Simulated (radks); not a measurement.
Problem. Coherent X-ray form factor from a spherical all-electron density. All-electron calculation, non-relativistic Kohn-Sham, PBE, spin-polarised, spherical densities, point nucleus. Program: a radial shooting solver on a logarithmic mesh with Libxc functionals.

| sin(theta)/lambda (1/angstrom) | f0 (electrons) |
|---|---|
| 0.05 | 14.458 |
| 0.1 | 13.144 |
| 0.15 | 11.645 |
| 0.2 | 10.343 |
| 0.25 | 9.342 |
| 0.3 | 8.595 |
| 0.4 | 7.526 |
| 0.5 | 6.649 |
| 0.6 | 5.805 |
| 0.8 | 4.266 |
| 1 | 3.113 |
| 1.25 | 2.223 |
| 1.5 | 1.746 |
| 2 | 1.330 |

The species is in the configuration that NIST lists as its ground one. Which atom or ion scatters so?

Solution. Neutral phosphorus, [Ne] 3s2 3p(up 1.875, down 1.125). Extrapolating in s^2 from the first two rows gives f0(0) = 14.9, near the electron count 15; among species with that count, the fall with angle is slower the higher Z, and the table is that of Z = 15; from so few rows the species is fixed only to a neighbour or two.
